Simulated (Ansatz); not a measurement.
`C[CH2][Sn][CH3]` + HBr → `C[CH2][Sn][Br]` + CH₄ at 700 K and 1 bar (ligand exchange at the Sn–C bond).

Program: Ansatz. Geometries: PBE0-D4/def2-TZVP. ΔE: electronic, gas phase. CCSD(T)/CBS adds triple-zeta CCSD(T) − MP2 to the extrapolated MP2 energy (def2 sets, frozen cores). This one scheme is used for every species. def2 core potentials past Kr. For Br, Sn outer-core shells are correlated without core-valence functions, which leaves a few kJ/mol of doubt a bond. Scalar relativity is left out up to krypton. Each species was taken in one conformer, which may not be the lowest.

| species | CCSD(T)/CBS energy (Eh) | H − E (kJ/mol) | S (J/(mol·K)) |
| --- | --- | --- | --- |
| `C[CH2][Sn][CH3]` | -332.98209 | 338.6 | 482.8 |
| HBr | -2573.91920 | 36.5 | 223.7 |
| `C[CH2][Sn][Br]` | -2866.51200 | 236.4 | 463.3 |
| CH₄ | -40.46206 | 145.9 | 224.0 |

H − E and S are ideal-gas, rigid-rotor, harmonic terms from PBE0-D4/def2-TZVP, for one conformer and one mirror image of each species. 1 Eh = 2625.50 kJ/mol, R = 8.31446 J/(mol·K).

Q: By hand: ΔE, ΔH, ΔS and ΔG.

A: ΔE = (-2866.51200) + (-40.46206) − (-332.98209) − (-2573.91920) = -0.07277 Eh = -191.1 kJ/mol. Δ(H − E) = 236.4 + 145.9 − 338.6 − 36.5 = 7.2, so ΔH = -183.9 kJ/mol. ΔS = 463.3 + 224.0 − 482.8 − 223.7 = -19.2 J/(mol·K). ΔG = -183.9 − 700 × (-19.2)/1000 = -170.5 kJ/mol.

Q: By hand: the equilibrium constant, and the temperature at which ΔG would vanish if ΔH and ΔS stayed fixed.

A: log₁₀ K = −ΔG/(RT ln 10) = 12.7. ΔG = 0 at ΔH/ΔS = 9578 K, far beyond where these terms or the molecules hold.

ΔH outweighs TΔS. A doubt of 5 kJ/mol in ΔE shifts log₁₀ K by 0.4 here. Other conformers and mirror images would add mixing entropy, several J/(mol·K) or more a flexible species. Modes under 60 cm⁻¹, often nearly free rotors, make the harmonic entropy too high. These are equilibria of isolated gas molecules and say nothing of rates. Largest T1 diagnostic: 0.013 (customary marks: 0.02 for closed shells, 0.045 for open ones).
